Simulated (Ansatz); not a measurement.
The same molecule with X = O, S, Se. Ansatz, PBE0-D4/def2-TZVP geometries, multiplicity 1.

Scalar relativity is left out up to krypton.

```csv
X,molecule,mean X–As bond length / Å,mean X–C bond length / Å,HOMO–LUMO gap (ωB97M-V/def2-TZVPP) / eV,"ideal-gas entropy at 298 K and 1 bar (rigid rotor, harmonic PBE0-D4/def2-TZVP) / J/(mol·K)",zero-point energy (PBE0-D4/def2-TZVP) / kJ/mol
S,`CS[AsH2]`,2.233,1.810,10.35,325,143.4
Se,`C[Se][AsH2]`,2.371,1.952,9.70,339,140.8
```

**Question.** Give the row for X = O, `CO[AsH2]`. (An estimate is asked.)

**Answer.** The calculation gave: 
```
X    molecule  mean X–As bond length / Å  mean X–C bond length / Å  HOMO–LUMO gap (ωB97M-V/def2-TZVPP) / eV  ideal-gas entropy at 298 K and 1 bar (rigid rotor, harmonic PBE0-D4/def2-TZVP) / J/(mol·K)  zero-point energy (PBE0-D4/def2-TZVP) / kJ/mol
O  `CO[AsH2]`                      1.784                     1.407                                    11.59                                                                                         296                                           151.5
```

From O to Se the mean X–As bond length rises at each step, by 0.587 Å in all; the mean X–C bond length rises at each step, by 0.545 Å in all; the HOMO–LUMO gap (ωB97M-V/def2-TZVPP) falls at each step, by 1.89 eV in all; the ideal-gas entropy at 298 K and 1 bar (rigid rotor, harmonic PBE0-D4/def2-TZVP) rises at each step, by 43 J/(mol·K) in all; the zero-point energy (PBE0-D4/def2-TZVP) falls at each step, by 10.7 kJ/mol in all. Bonds lengthen as the atom grows down the group.

Spin–orbit coupling is left out; it splits and shifts lone-pair levels of the heavy atoms by tenths of an eV.
